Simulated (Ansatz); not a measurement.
`BBN` + `C[SiH2][GaH2]` → `[BH2][GaH][SiH2]C` + `BN`  (formal exchange of groups at a B–B bond)

Calculated with Ansatz (gas phase, PBE0-D4/def2-TZVP geometries, no zero-point term in ΔE). CCSD(T)/CBS adds triple-zeta CCSD(T) − MP2 to the extrapolated MP2 energy (def2 sets, frozen cores). This one scheme is used for every species. DFT in def2-TZVPP. B3LYP here is the variant with VWN-RPA as its local correlation; programs differ in this. For Ga outer-core shells are correlated without core-valence functions, which leaves a few kJ/mol of doubt a bond. Scalar relativity is left out up to krypton. Each species was taken in one conformer, which may not be the lowest.

Question: Is it downhill or uphill in electronic energy at CCSD(T)/CBS, and by how much? (Estimate.)

Answer: The calculation gave: Downhill: ΔE = -4.8 kcal/mol.

Question: What do these levels give: LDA (SPW92), B97M-V, B3LYP-D4, r2SCANh-D4, r2SCAN0-D4, SCS-MP2/def2-TZVPP? (Estimate.)

Answer: Computed: LDA (SPW92) -3.1, B97M-V -0.4, B3LYP-D4 -3.3, r2SCANh-D4 -3.4, r2SCAN0-D4 -3.3, SCS-MP2/def2-TZVPP -4.2 kcal/mol.

Largest T1 diagnostic among the species: 0.013.

Leaving LDA and LC-ωPBE aside and taking each functional with its dispersion term where it has one, the values, not all of them listed here, spread over 3.4 kcal/mol, from BLYP-D4 to B97M-V. In def2-TZVPP, CCSD(T) changes the Hartree–Fock value by −2.6 kcal/mol (the triples alone add −0.4 kcal/mol) and MP2 by −2.9 kcal/mol. At CCSD(T), def2-SVP lies +1.8 kcal/mol from the extrapolated value and def2-TZVPP +0.4 kcal/mol.
